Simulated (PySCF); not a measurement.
BFBr2, SMILES BrB(Br)F. Heavy atoms are numbered as in [B:1]([F:2])([Br:3])[Br:4].

Coordinates come from a B3LYP-D3(BJ)/def2-SVP optimisation.

All values below come from KT2/pcSseg-1 run with PySCF.

GIAO shieldings, no solvent; atoms alike by connectivity are averaged. δ = σ(ref) − σ: ¹¹B against BF3 (σ = 89.8 ppm); ¹⁹F against CFCl3 (σ = 127.1 ppm), references at their B3LYP-D3(BJ)/def2-TZVP geometries, non-relativistic (without spin–orbit terms, shifts of atoms bonded to Cl or Br come out too high).

Problem. Estimate the chemical shifts. (An estimate is asked for; the answer gives what the named calculation found.)

Solution. 
```
nucleus  atoms  count  δ (ppm)
-------  -----  -----  -------
¹¹B         B1      1     30.4
¹⁹F         F2      1     -7.1
```
